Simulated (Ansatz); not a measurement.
Reaction (formal exchange of groups at the Ag–H bond): `[AgH]` + `[Li][I]` → `[Li][Ag]` + HI

Gas-phase electronic energies from Ansatz, PBE0-D4/def2-TZVP geometries. CCSD(T)/CBS is the MP2 limit (def2-TZVPP, def2-QZVPP) plus CCSD(T) − MP2 in def2-TZVPP, frozen cores. Functionals use def2-TZVPP. Elements past krypton have def2 core potentials. For Ag, I, Li outer-core shells are correlated without core-valence functions, which leaves a few kJ/mol of doubt a bond.

| species | ωB97X-V energy (Eh) |
| --- | --- |
| `[AgH]` | -147.52566 |
| `[Li][I]` | -305.28408 |
| `[Li][Ag]` | -154.47497 |
| HI | -298.29356 |

Problem. Work out ΔE.

Solution. ΔE = (-154.47497) + (-298.29356) − (-147.52566) − (-305.28408) = 0.04121 Eh = +25.9 kcal/mol. CCSD(T)/CBS gives +20.1 kcal/mol.

Problem. What do rigid-rotor, harmonic-oscillator terms from PBE0-D4/def2-TZVP frequencies (298.15 K, 1 bar) make of the CCSD(T)/CBS value? (An estimate is asked.)

Solution. Ansatz gave: ΔZPE = +0.6 kcal/mol, ΔH = +20.8 kcal/mol, ΔS = 2 J/(mol·K), ΔG = +20.7 kcal/mol.

Largest T1 diagnostic among the species: 0.028, so the coupled-cluster value is less sure than usual.

In def2-TZVPP, CCSD(T) changes the Hartree–Fock value by −7.2 kcal/mol (the triples alone add −1.1 kcal/mol) and MP2 by −5.2 kcal/mol. From PBE to PBE0 (25 % exact exchange), in def2-TZVPP and without D4, ΔE moves by +3.5 kcal/mol.
